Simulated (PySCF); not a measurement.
## Working out the ionisation energy of Sb²⁺

Sb²⁺ [Kr] 4d10 5s2 5p1 (2P) → Sb³⁺ [Kr] 4d10 5s2 (1S). Calculation: PySCF 2.14, in aug-cc-pwCVTZ-PP with ECP28MDF; a scalar-relativistic core potential. Frozen: 4s2 4p6 4d10. Energies in hartree (1 hartree = 27.21139 eV):

| part | Sb²⁺ (lower) | Sb³⁺ (upper) |
| --- | --- | --- |
| UHF | -238.374777 | -237.487138 |
| CCSD correlation | -0.047151 | -0.036044 |
| (T) | -0.000645 | 0.000000 |

Task: What does Hartree-Fock give?

Result: (-237.487138) − (-238.374777) = 0.887639 hartree = 24.154 eV.

Task: What do CCSD and CCSD(T) give?

Result: The CCSD correlation energies differ by 0.011107 hartree = 0.302 eV and the triples by 0.000645 hartree = 0.018 eV, so CCSD gives 24.456 eV and CCSD(T) 24.474 eV.

Reference: 25.323 eV (measured; NIST Atomic Spectra Database, ionization energies), between the lowest levels; spin-orbit coupling is absent from the calculation.

What remains against the reference includes basis incompleteness, the frozen core and higher excitations.
